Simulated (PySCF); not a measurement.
C₂H₇Ga.
Atom-mapped SMILES: `[CH3:1][CH2:2][GaH2:3]` (hydrogens: H4, H5, H6 on C1; H7, H8 on C2; H9, H10 on Ga3)

Cartesian coordinates in Å at the PBE0-D3(BJ)/def2-SVP level; atoms count from 1:
```
atom  x, y, z in Å
C1    -1.147    0.400    0.527
C2    -0.274   -0.403   -0.432
Ga3    1.676   -0.137   -0.266
H4    -2.222    0.214    0.366
H5    -0.931    0.152    1.579
H6    -0.983    1.484    0.420
H7    -0.534   -0.183   -1.484
H8    -0.459   -1.487   -0.326
H9     2.668   -0.968   -1.168
H10    2.257    0.907    0.765
```

Level: CAM-B3LYP/def2-SVPD in PySCF, non-relativistic, on one gas-phase PBE0-D3(BJ)/def2-SVP geometry that isn't relaxed in the solvent. The solvent is an IEF-PCM continuum (Bondi radii, 1.10 Å for H, scaled by 1.2), and excitations are vertical TDDFT with non-equilibrium linear response and a frozen core. Only the electrostatic response of the medium enters. Spin–orbit coupling is left out although an atom past zinc is present.

Gas-phase singlets (H = HOMO, L = LUMO):

| state | E (eV) | λ (nm) | f | leading configurations |
| --- | --- | --- | --- | --- |
| S1 | 4.751 | 261 | 0.002 | H→L 98% |
| S2 | 5.322 | 233 | 0.000 | H-1→L 99% |
| S3 | 6.945 | 179 | 0.023 | H→L+1 83%, H→L+2 14% |
| S4 | 7.568 | 164 | 0.005 | H-2→L 84%, H→L+2 9% |
| S5 | 7.816 | 159 | 0.201 | H→L+2 48%, H→L+3 22%, H-2→L 12% |

Task: How does the list change in acetone (ε = 20.49)?

Result: 
| state | E (eV) | λ (nm) | f | leading configurations | change by rank (eV) |
| --- | --- | --- | --- | --- | --- |
| S1 | 4.932 | 251 | 0.002 | H→L 98% | +0.181 |
| S2 | 5.612 | 221 | 0.000 | H-1→L 99% | +0.290 |
| S3 | 7.024 | 177 | 0.031 | H→L+1 70%, H→L+2 27% | +0.079 |
| S4 | 7.569 | 164 | 0.216 | H→L+2 46%, H→L+1 18%, H-2→L 18% | +0.001 |
| S5 | 7.747 | 160 | 0.122 | H-2→L 79%, H→L+2 9% | -0.069 |

Task: The ground-state energy changes by -0.107 eV from gas to acetone. By how much does the total energy of gas-phase S1 change?

Result: E(S1) = E(S0) + excitation energy, so it changes by -0.107 + 0.181 = +0.074 eV: it isn't lowered at all, while the ground state is. This is the vertical state, with the slow part of the continuum still set for S0.

Task: How do the frontier levels move from gas to acetone?

Result: 
```csv
orbital,gas (eV),solvent (eV),change (eV),"Löwdin shares, gas","Löwdin shares, solvent"
LUMO+2,1.56,1.66,+0.10,"Ga3 40 %, C2 16 %, H10 13 %, H9 11 %","Ga3 33 %, C2 17 %, H10 12 %, C1 11 %"
LUMO+1,0.89,1.09,+0.20,"Ga3 67 %, C1 6 %, C2 6 %, H7 4 %","Ga3 70 %, H9 5 %, C1 5 %"
LUMO,-0.52,-0.14,+0.38,"Ga3 64 %, C2 10 %, H10 10 %, H9 10 %","Ga3 64 %, H10 11 %, H9 10 %, C2 10 %"
HOMO,-8.88,-8.70,+0.18,"C2 36 %, Ga3 24 %, C1 11 %, H9 7 %","C2 37 %, Ga3 24 %, C1 11 %, H9 7 %"
HOMO-1,-9.63,-9.60,+0.03,"Ga3 41 %, H9 26 %, H10 26 %","Ga3 40 %, H9 26 %, H10 26 %"
HOMO-2,-11.09,-10.84,+0.25,"C1 27 %, C2 27 %, H5 11 %, H6 11 %","C2 28 %, C1 27 %, H7 11 %, H5 11 %"
HOMO-3,-11.84,-11.64,+0.20,"C1 35 %, C2 29 %, H6 8 %, H5 7 %","C1 35 %, C2 29 %, H6 8 %, H5 7 %"
```

The HOMO–LUMO gap goes from 8.36 to 8.56 eV.
